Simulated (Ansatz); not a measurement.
`[BH2][GaH][F]` + H₂ → `[BH2][GaH2]` + H–F at 400 K and 1 bar (hydrogenolysis of a Ga–F bond).

Isolated molecules relaxed with PBE0-D4/def2-TZVP in Ansatz; ΔE leaves out vibrations. CBS: MP2 limit from def2 TZ/QZ plus the TZ coupled-cluster correction, frozen cores. This one scheme is used for every species. For Ga outer-core shells are correlated without core-valence functions, which leaves a few kJ/mol of doubt a bond. Scalar relativity is left out up to krypton.

```csv
species,CCSD(T)/CBS energy (Eh),H − E (kJ/mol),S (J/(mol·K))
`[BH2][GaH][F]`,-2050.32373,98.3,325.7
H₂,-1.17544,38.0,139.0
`[BH2][GaH2]`,-1951.07352,105.9,290.8
H–F,-100.39570,36.5,182.2
```

H − E and S are ideal-gas, rigid-rotor, harmonic terms from PBE0-D4/def2-TZVP. The MP2-based limit puts H₂ 0.8 mEh under its directly extrapolated value; such offsets cancel only in part. 1 Eh = 2625.50 kJ/mol, R = 8.31446 J/(mol·K).

Problem. By hand: ΔE, ΔH, ΔS and ΔG.

Solution. ΔE = (-1951.07352) + (-100.39570) − (-2050.32373) − (-1.17544) = 0.02995 Eh = 78.6 kJ/mol. Δ(H − E) = 105.9 + 36.5 − 98.3 − 38.0 = 6.1, so ΔH = 84.7 kJ/mol. ΔS = 290.8 + 182.2 − 325.7 − 139.0 = 8.3 J/(mol·K). ΔG = 84.7 − 400 × (8.3)/1000 = 81.4 kJ/mol.

Problem. By hand: the equilibrium constant, and the temperature at which ΔG would vanish if ΔH and ΔS stayed fixed.

Solution. log₁₀ K = −ΔG/(RT ln 10) = -10.6. ΔG = 0 at ΔH/ΔS = 10205 K, far beyond where these terms or the molecules hold.

The number of gas molecules stays the same, so ΔS is small and ΔH decides. A doubt of 5 kJ/mol in ΔE shifts log₁₀ K by 0.7 here. These are equilibria of isolated gas molecules and say nothing of rates. Largest T1 diagnostic: 0.014 (customary marks: 0.02 for closed shells, 0.045 for open ones).
